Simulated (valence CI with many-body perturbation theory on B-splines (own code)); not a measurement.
**Valence orbitals of Ir²⁶⁺**

Computed by configuration interaction combined with many-body perturbation theory (CI+MBPT): five valence electrons over a frozen Dirac-Fock core [Kr] 4d10, radial functions for each j: 7 s, 7 p, 7 d, 7 f, 4 g, 2 h, with the one-electron correlation potential Σ1 (screened to all orders), the two-electron term Σ2, the three-electron term Σ3, Breit, model QED; selected single and double excitations, second order for the rest (own B-spline code, finite nucleus).

No measured spectrum was set against this ion. As an estimate, large intervals hold to a few tenths of a per cent, small ones and those within an open d or f shell to about a per cent. Core correlation moves these levels by up to 4100 cm⁻¹, and in measured spectra 5 to 20 % of such shifts remained as error; rates that hang on mixing are uncertain with them. Among the levels kept, up to 820 cm⁻¹ of a level comes from second order outside the variational space, and about a tenth of that is noise between levels of different J, which matters for small intervals. Only levels of the ground parity were solved; by the run's estimate the other parity begins above the list, which can be wrong where configurations are misplaced.

These are the spectroscopic orbitals of the CI (the correlating ones are not listed), shaped by the core and the other valence electrons. h is the expectation value of the core's Dirac-Fock operator, without the valence repulsion; Σ1 is computed up to l = 3 at one energy for each symmetry, that of its lowest orbital but kept below the first core excitation, so for empty shells it is not the orbital's own correlation shift; Breit and QED include the response of the core.

```
Orbital  h (hartree)  Σ1 (cm⁻¹)  Breit (cm⁻¹)  QED (cm⁻¹)  ⟨r⟩ (bohr)
  5s1/2      -32.204     -20211          3719        3051      0.7761
  6s1/2       -20.06      -6457          1750        1437       1.254
  7s1/2       -13.76      -3141           985         820       1.834
  5p1/2      -30.375     -18159          5524        92.5      0.8008
  6p1/2      -19.151      -6360          2808        48.3       1.286
  7p1/2      -13.226      -3144          1593        28.1       1.883
  5p3/2      -29.047     -15228          3046         331      0.8408
  6p3/2      -18.492      -5703          1587         173       1.333
  7p3/2      -12.848      -2891          1007         101       1.940
  5d3/2      -26.143     -13318          1967        -172      0.8803
  6d3/2      -16.983      -5480          1088       -92.0       1.400
  7d3/2      -11.962      -2900           650       -54.3       2.034
  5d5/2       -25.87     -12699          1193       -63.7      0.8910
  6d5/2      -16.843      -5276           657       -33.6       1.412
  7d5/2       -11.88      -2803           400       -19.7       2.049
  4f5/2      -38.879     -30110           619        -570      0.4286
  5f5/2      -22.474     -11817           385        -151      0.9299
  4f7/2      -38.694     -29390          -948        -432      0.4321
  5f7/2      -22.407     -11667         -87.7        -109      0.9333
  5g7/2      -19.626                     -107       -32.7      0.9469
  5g9/2      -19.617                     -219       -22.6      0.9476
```

Among the shells of the start configuration 4f5, Σ1 is largest in size for 4f5/2, where it is 0.35 % of h.

Lowest root of each symmetry, sizes in configuration state functions:

```tsv
J	Parity	Roots	Reference	Variational	Second order	Change by selected CI (cm⁻¹)	Change by second order (cm⁻¹)
1/2	odd	3	47	26174	12195	-10269	-5
3/2	odd	6	88	24044	47904	-10426	-91
5/2	odd	8	114	23640	276033	-10292	-126
7/2	odd	9	125	22828	87773	-9645	-290
9/2	odd	8	121	22610	90566	-9467	-298
11/2	odd	8	106	22727	83313	-9489	-319
13/2	odd	6	81	22886	68974	-9673	-301
15/2	odd	5	59	23716	380970	-10084	-198
17/2	odd	4	36	23011	317670	-9641	-119
19/2	odd	2	20	23624	202775	-9637	-34
21/2	odd	2	9	20194	114164	-9638	-8
```
